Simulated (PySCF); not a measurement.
Some computed properties have been withheld. Give your best values.

C7H7FO.
Cartesian coordinates in Å at the GFN2-xTB level; atoms count from 1:
```
atom  x, y, z in Å
O1    -2.6379    0.1206    0.9859
C2    -2.0475   -0.3531   -0.2071
C3    -0.5482   -0.1825   -0.2013
C4     0.2823   -1.1969    0.2586
C5     1.6531   -1.0199    0.3099
C6     2.1828    0.1901   -0.0991
F7     3.5189    0.3714   -0.0515
C8     1.3821    1.2206   -0.5556
C9     0.0139    1.0248   -0.6008
H10   -2.3788    1.0399    1.1163
H11   -2.3157   -1.4102   -0.2612
H12   -2.4791    0.1654   -1.0766
H13   -0.1487   -2.1326    0.5802
H14    2.3097   -1.8006    0.6594
H15    1.8291    2.1510   -0.8678
H16   -0.6236    1.8208   -0.9592
```

```json
{"property": "rotational constants A, B, C of the GFN2-xTB geometry", "level": "GFN2-xTB", "value": "4.596, 0.933, 0.826 GHz"}
{"property": "dipole moment", "level": "CAM-B3LYP/def2-SVPD", "value": "?"}
{"property": "HOMO energy", "level": "CAM-B3LYP/def2-SVPD", "value": "?"}
{"property": "LUMO energy", "level": "CAM-B3LYP/def2-SVPD", "value": "0.33 eV"}
{"property": "lowest singlet excitation", "level": "TDDFT CAM-B3LYP/def2-SVPD", "value": "?"}
{"property": "strongest line among the 8 lowest singlet transitions", "level": "TDDFT CAM-B3LYP/def2-SVPD", "value": "?"}
{"property": "lowest triplet excitation (Tamm–Dancoff)", "level": "TDA CAM-B3LYP/def2-SVPD", "value": "4.12 eV"}
{"property": "static isotropic polarisability", "level": "CAM-B3LYP/def2-SVPD", "value": "?"}
{"property": "electronic spatial extent ⟨r²⟩ about the centre of nuclear charge", "level": "CAM-B3LYP/def2-SVPD", "value": "?"}
```

Gas-phase values; electronic properties from PySCF, density fitting. Isolated species at its GFN2-xTB geometry (one conformer only).

(1) The electronic spatial extent ⟨r²⟩ about the centre of nuclear charge?

(2) Give the HOMO energy.

(3) Give the dipole moment.

(4) Give the lowest singlet excitation.

(5) What is the strongest line among the 8 lowest singlet transitions?

(6) What is the static isotropic polarisability?

Results:

(1) 1328 bohr².

(2) -8.56 eV.

(3) 1.23 D.

(4) 5.41 eV (229 nm, f = 0.012).

(5) S4 at 7.05 eV (176 nm, f = 0.470).

(6) 84.0 au.

No computed singlet falls in the visible range (750 to 380 nm, 1.65 to 3.26 eV); S1 lies 2.15 eV above its blue end. The rotational constants make it an asymmetric top with κ = (2B − A − C)/(A − C) = -0.94, nearer the prolate limit (−1). The vertical singlet–triplet gap S1 − T1 is 1.29 eV (TDDFT singlet less Tamm–Dancoff triplet; S1: HOMO→LUMO, weight 0.69; T1: HOMO→LUMO+1, weight 0.56, beside HOMO−1→LUMO, weight 0.35). The polarisability is 12.44 Å³ as a volume (1 au = 0.148185 Å³), or 1.27 au for each of the 66 electrons.

For the TDDFT job (CAM-B3LYP/def2-SVPD), the run took 51 s of wall time on x86-64 server, one thread, no GPU, shared host.
